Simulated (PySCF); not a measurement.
oxasilolan-5-one (C₃H₆O₂Si), SMILES O=C1CC[SiH2]O1. Heavy atoms are numbered as in [O:1]=[C:2]1[CH2:3][CH2:4][SiH2:5][O:6]1. Hydrogens are named by the atom that carries them.

The structure is a stationary point at B3LYP-D3(BJ)/def2-SVP. Other conformers were not sampled.

These are r2SCAN/def2-TZVP run with PySCF values and carry that method's errors.

ESP charges are fitted to the potential on shells at 1.4 to 2.0 van der Waals radii. Atomic charges (e), one atom of each kind:

```csv
atom,ESP fit,meta-Löwdin
O1,-0.52,-0.42
C2,0.68,0.51
C3 (CH2),___,-0.26
C4 (CH2),___,-0.47
Si5 (SiH2),___,0.86
O6,-0.39,-0.56
H on C3,___,0.14
H on C4,0.10,0.13
H on Si5,-0.08,-0.11
```

**Question.** Complete the blanks. (The exact figures need the calculation; the answer reports its results.)

**Answer.** 
- C3 (CH2), ESP fit: -0.17
- C4 (CH2), ESP fit: -0.25
- Si5 (SiH2), ESP fit: 0.46
- H on C3, ESP fit: 0.09

Computed Mayer and Wiberg (Löwdin basis) orders of the bonds:
| bond | Mayer | Wiberg |
|---|---|---|
| O1–C2 | 2.09 | 2.73 |
| C2–C3 | 0.97 | 1.14 |
| C3–C4 | 0.95 | 1.23 |
| C4–Si5 | 0.98 | 1.11 |
| C2–O6 | 1.13 | 1.64 |
| Si5–O6 | 1.02 | 1.34 |
